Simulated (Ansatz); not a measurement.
C₂H₇ClN₂Si (`C=C[Si](N)(N)Cl`). Total charge 0; spin multiplicity 1.

| atom | x (Å) | y (Å) | z (Å) |
| --- | --- | --- | --- |
| C1 | -2.049 | -0.849 | 0.650 |
| C2 | -0.728 | -0.723 | 0.732 |
| Si3 | 0.333 | 0.340 | -0.357 |
| N4 | 1.176 | 1.402 | 0.669 |
| N5 | 1.509 | -0.421 | -1.326 |
| Cl6 | -0.943 | 1.227 | -1.736 |
| H7 | -2.625 | -0.303 | -0.091 |
| H8 | -2.609 | -1.501 | 1.315 |
| H9 | -0.209 | -1.299 | 1.498 |
| H10 | 0.718 | 1.794 | 1.475 |
| H11 | 1.861 | 2.034 | 0.284 |
| H12 | 2.307 | -0.865 | -0.904 |
| H13 | 1.259 | -0.836 | -2.207 |

Question: Give the diagnostics of a CCSD(T)/def2-TZVPP run (frozen core, Ansatz). (Best estimate.)

Answer: Computed: T1 = 0.0102, largest single amplitude 0.010, largest double 0.078, (T) share of the correlation energy 4.1 %, 9 CCSD cycles. The RHF solution is stable towards an unrestricted one. T1 lies under the customary mark of 0.02 for closed shells.
